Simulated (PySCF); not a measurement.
Si(Cl)2(OH)(SiH3) (Cl₂H₄OSi₂), SMILES Cl[Si](Cl)(O)[SiH3]. The structure is a stationary point at r2SCAN-D4/def2-SVP. The values are those of a single conformer.

Level of theory: r2SCAN-D4/def2-SVP in PySCF.

Harmonic wavenumbers (cm⁻¹): 92, 114, 116, 188, 188, 237, 299, 398, 506, 516, 563, 592, 786, 855, 922, 927, 939, 2225, 2239, 2241, 3852. Rotational constants (GHz): 1.739, 1.570, 1.175; symmetry number 1.

Q: Work out the zero-point energy and the ideal-gas rigid-rotor harmonic-oscillator thermochemistry at 298.15 K and 1 atm.

A: ZPE = ½ Σ hcν = ½ × 18798 cm⁻¹ = 112.44 kJ/mol. H − E(el) = 137.13 kJ/mol. Entropy in J/(mol K): translation 170.99, rotation 121.32, vibration 90.68, total 382.98. G − E(el) = 22.94 kJ/mol. Cp = 124.13 J/(mol K). Modes under 150 cm⁻¹ make the vibrational entropy uncertain.
